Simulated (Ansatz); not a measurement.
Molecule (SMILES): [F][Ga] (F-Ga) (closed-shell singlet).
Geometry (B3LYP-D3(BJ)/def2-TZVP, fixed):
```xyz
2

Ga     0.0000     0.0000    -0.4051
F      0.0000     0.0000     1.3954
```

Basis-set convergence of the dipole moment at PBE with Ansatz (an electronic-structure program). Dipoles come from the density behind the forces; the sign is taken along the dipole that this method gives in the largest set. All functions are spherical. The program fits the integrals of some runs and decomposes those of others, by size. No added dispersion term, no relativity. Reference: the value in aug-pcseg-3, 2.286 D, itself unsure by roughly 0.003 D (its mean distance from aug-cc-pVQZ, def2-QZVPPD). Deviations are taken from unrounded values.

```
basis        functions  dipole moment (D)
-----------  ---------  -----------------
cc-pVDZ             41              1.838
aug-cc-pVDZ         59              2.322
pcseg-1             41              2.099
aug-pcseg-1         59              2.285
def2-SVP            46              1.756
def2-SVPD           61              2.343
cc-pVTZ             73              2.050
aug-cc-pVTZ        105              2.289
pcseg-2             73              2.284
aug-pcseg-2        105              2.289
def2-TZVPP          79              2.167
def2-TZVPPD         94              2.293
cc-pVQZ            123              2.189
aug-cc-pVQZ        173              2.290
pcseg-3            128              2.287
aug-pcseg-3        178              2.286
def2-QZVPP         146              2.240
def2-QZVPPD        161              2.284
```

What the diffuse functions change, pair by pair:
- cc-pVDZ to aug-cc-pVDZ: 18 more functions, deviation -0.449 to 0.036 D
- pcseg-1 to aug-pcseg-1: 18 more functions, deviation -0.188 to -0.001 D
- def2-SVP to def2-SVPD: 15 more functions, deviation -0.530 to 0.057 D
- cc-pVTZ to aug-cc-pVTZ: 32 more functions, deviation -0.236 to 0.003 D
- pcseg-2 to aug-pcseg-2: 32 more functions, deviation -0.003 to 0.002 D
- def2-TZVPP to def2-TZVPPD: 15 more functions, deviation -0.119 to 0.007 D
- cc-pVQZ to aug-cc-pVQZ: 50 more functions, deviation -0.097 to 0.003 D
- pcseg-3 to aug-pcseg-3: 50 more functions, deviation 0.001 to 0.000 D
- def2-QZVPP to def2-QZVPPD: 15 more functions, deviation -0.046 to -0.003 D

Leaving out the reference's own pair, they bring the value nearer the reference by more than 0.003 D in 7 of 8 pairs.
